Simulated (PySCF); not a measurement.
Species: C6H9F3Si2.
Bonds: F1–C2, C2–F3, C2–F4, C2–C5, C5–C6, C6–C7 (double), C7–Si8, Si8–C9, C9–C10 (double), C10–Si11, C6–Si11. Hydrogens: H12, H13 on C5; H14 on C7; H15, H16 on Si8; H17 on C9; H18 on C10; H19, H20 on Si11.

Level: PBE0/pcSseg-1 in PySCF, non-relativistic, on one gas-phase PBE0-D3(BJ)/def2-SVP geometry that isn't relaxed in the solvent. The solvent is an IEF-PCM continuum (cavity from Bondi-type radii × 1.2). The model holds no explicit solvent molecules, cavitation or dispersion.

Gas phase at PBE0/pcSseg-1: HOMO -7.91 eV, LUMO -1.23 eV, dipole 2.12 D.

**Question.** What does the continuum do to the energy, the frontier levels and the dipole at PBE0/pcSseg-1 in chloroform and acetone?

**Answer.** 
```csv
solvent,ε,E(solvent) − E(gas) (kcal/mol),polarisation term (kcal/mol),distortion of the solute (kcal/mol),HOMO (eV),LUMO (eV),dipole (D)
chloroform,4.711,-2.54,-2.76,0.22,-7.78,-1.08,2.46
acetone,20.49,-3.44,-3.87,0.43,-7.76,-1.06,2.60
```

Polarisation term: ½ Σ q·V over the induced surface charges. Distortion: the rise of the solute's own energy as its density leaves the gas-phase optimum. From chloroform to acetone the lowering changes by a factor 1.35, Onsager's factor (ε − 1)/(2ε + 1) by 1.30 and ε itself by 4.3.

**Question.** Which radius a makes the point-dipole formula ΔE = −[(ε − 1)/(2ε + 1)]·μ²/a³ give the value in acetone, with the gas-phase dipole?

**Answer.** μ = 0.833 au and |ΔE| = 0.00548 Eh give a = 2.06 Å; the farthest nucleus lies 4.14 Å from the centroid of the nuclei, so such a sphere wouldn't even hold the nuclei. The formula assumes a rigid point dipole at the centre of a sphere.

**Question.** Which Hirshfeld charges (PBE0/pcSseg-1) respond most in acetone (means over atoms taken as equivalent)?

**Answer.** 
```csv
atoms,environment,gas (e),solvent (e),change
H12/H13,methylene hydrogen,+0.053,+0.062,+0.009
H14,vinylic hydrogen,+0.043,+0.052,+0.009
F1/F3/F4,fluorine of a CF3 group,-0.086,-0.092,-0.006
H17,vinylic hydrogen,+0.046,+0.052,+0.006
H18,vinylic hydrogen,+0.046,+0.052,+0.006
H19/H20,Si–H hydrogen,-0.080,-0.083,-0.003
```

**Question.** Which Mayer bond orders change most in acetone?

**Answer.** 
| bond | length (Å) | gas | solvent | change |
| --- | --- | --- | --- | --- |
| C9–C10 | 1.345 | 1.937 | 1.927 | -0.010 |
| C2–F3 | 1.333 | 1.020 | 1.012 | -0.008 |
| C2–C5 | 1.510 | 1.016 | 1.024 | +0.008 |
| C5–H12 | 1.101 | 0.934 | 0.926 | -0.008 |
| C5–H13 | 1.103 | 0.922 | 0.914 | -0.008 |
| C10–Si11 | 1.874 | 0.895 | 0.902 | +0.007 |
| C7–Si8 | 1.874 | 0.898 | 0.904 | +0.006 |
| C6–C7 | 1.349 | 1.911 | 1.906 | -0.005 |

Time: 69 s of wall time; peak memory 1.4 GiB. Hardware: an Arm Neoverse V2 with one thread (shared host). This is the whole shielding run at PBE0/pcSseg-1 in acetone, SCF included.

The values belong to the conformer `[F:1][C:2]([F:3])([F:4])[CH2:5][C:6]1=[CH:7][SiH2:8][CH:9]=[CH:10][SiH2:11]1`: F1–C2–C5–C6 -179°, C2–C5–C6–C7 122°.
